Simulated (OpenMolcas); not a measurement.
Mn: effect of the active space

```
Program             : OpenMolcas 26.06
Method              : SS-CASPT2, IPEA 0.25 Eh, imaginary shift 0.1 Eh
Basis               : ANO-RCC-VQZP
Scalar Hamiltonian  : DKH2, point nucleus
Spin-orbit coupling : state interaction with AMFI integrals over the reference wave functions, term energies averaged over their components
```

A. 7 electrons in 6 orbitals (3d 4s); 2S+1 = 6 even, 6 roots; 2S+1 = 4 even, 43 roots kept (CI in the orbitals of an earlier block); 2S+1 = 2 even, 11 roots kept (CI in the orbitals of an earlier block, 0 in the spin-orbit step); closed shells correlated: 3s 3p; CASPT2 step about 30 core-seconds
B. 7 electrons in 11 orbitals (3d 4s 4d); 2S+1 = 6 even, 6 roots; 2S+1 = 4 even, 5 roots kept (CI in the orbitals of an earlier block, 0 in the spin-orbit step); closed shells correlated: 3s 3p; CASPT2 step about 100 core-seconds

Energies in cm⁻¹ above 3d⁵ 4s² ⁶S_5/2, the measured ground level; measured values from NIST Handbook of Basic Atomic Spectroscopic Data.

| Level | A | B | Measured |
| --- | --- | --- | --- |
| 3d⁵ 4s² ⁶S_5/2 | 0.0 | 0.0 | 0.0 |
| 3d⁶ 4s ⁶D_9/2 | 25640 | 18610 | 17052 |
| 3d⁶ 4s ⁶D_7/2 | 25900 | 18840 | 17282 |
| 3d⁶ 4s ⁶D_5/2 | 26090 | 19010 | 17452 |
| 3d⁶ 4s ⁶D_3/2 | 26220 | 19140 | 17568 |
| 3d⁶ 4s ⁶D_1/2 | 26300 | 19210 | 17637 |

Deviations, from unrounded energies. A percentage is the sum of absolute deviations over the sum of measured energies, with the sign that they share, or ± where signs differ.

| Against measurement | Levels | A | B |
| --- | --- | --- | --- |
| mean absolute deviation (cm-1) | 5 | 8600 | 1600 |
| other configurations (%) | 5 | +49.6 | +9.0 |

B lies closest to measurement on these levels. The largest miss of B in the table is 3d⁶ 4s ⁶D_1/2, by +1600 cm-1. The ranking rests on the paired levels alone, and a cruder setting can come out closer through cancelling errors.

The spin-orbit steps hold different terms of 3d⁵ 4s² (B lacks ⁴D, ⁴G, ⁴P), which shifts levels as well.

Between A and B the level of the table that moves most is 3d⁶ 4s ⁶D_1/2, by 7100 cm-1 (lowest in B, highest in A). Moves below CASPT2's spread within the term are not significant.

CASPT2 breaks the degeneracy within a term, and the mean is taken; among the terms shown or strongly mixed into the levels shown the widest spread is 190 cm-1 (3d⁶ 4s ⁶D, A). Over all roots computed the reference weight is 0.82 to 0.90 in A; the roots of lowest weight are the least certain, and an intruder state may touch them. Some high roots are left out of the spin-orbit mixing, which shifts the levels that they would mix with. A single d shell beside an s shell can misplace configurations of different d count against each other (holds for A). Active for correlation alone: 4d; no level in the range computed is led by a configuration that fills it, so any true level of that kind is missing (holds for B). Measured partners are found by configuration, term and J. A level has none where our copy of the source lacks it or the pairing is in doubt (some pairs that miss far off the trend of their configuration count as doubtful), and it then counts in no deviation. Only configurations of the active space appear. The table leaves out levels that lie high or whose names do not pair safely across all columns.
